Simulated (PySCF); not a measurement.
Radial density of Hf⁻ (hafnium, charge -1)

B2PLYP, [Xe] 4f14 5d3 6s2, high-spin 4F determinant. All numbers are calculated (PySCF 2.14, a scalar-relativistic core potential, in aug-cc-pwCVDZ-PP with ECP60MDF (6s6p5d3f, 70 functions)). This is the valence pseudo-density: the core potential removes the inner electrons and smooths the orbitals near the nucleus.

| r (bohr) | 4πr²ρ (e/bohr) | 4πr²(ρα − ρβ) |
| --- | --- | --- |
| 0.141 | 2.529e-05 | 0.0000 |
| 0.237 | 0.0001120 | 0.0000 |
| 0.398 | 0.02142 | 0.0006 |
| 0.670 | 2.222 | 0.0377 |
| 1.13 | 9.039 | 0.5989 |
| 1.90 | 3.559 | 1.1690 |
| 3.19 | 1.207 | 0.6519 |
| 5.36 | 0.3965 | 0.1245 |
| 9.02 | 0.05761 | 0.0077 |
| 15.2 | 0.001689 | 0.0003 |

Energies and moments cover only the electrons outside the core potential. Spin-orbit coupling, absent here, splits the open shell strongly. The configuration of this anion was assumed by filling the next shell in order. It is not the known or likely ground configuration (Ca⁻, Sr⁻ and Ba⁻, for instance, bind a p electron), so these values are not the electron affinity of the element. At B2PLYP the highest occupied level has a positive energy, so only the finite basis holds that electron.
